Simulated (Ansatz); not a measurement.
The molecule CuSe, multiplicity 2 (lowest of 2S+1 = 2, 4 at PBE0/def2-TZVPP; our sources give no spin for the ground state, which may be another). No spin–orbit coupling. Cu is treated without relativity. Se is treated without relativity.

Constants: fifth-degree fit in 1/R to seven points, most abundant isotopes. Runs in def2 and cc sets follow the lowest solution found near the PBE0 minimum.

Programs: Ansatz (a program for electronic structure). 

Task: What bond length and harmonic frequency does B3LYP/def2-TZVPP give?

Result: r_e = 2.225 Å, ω_e = 280 cm⁻¹.

Task: What bond length and harmonic frequency does PBE0/def2-TZVPP give?

Result: r_e = 2.210 Å, ω_e = 288 cm⁻¹.

Task: What bond length and harmonic frequency does wB97X-V/def2-TZVPP give?

Result: r_e = 2.213 Å, ω_e = 292 cm⁻¹.
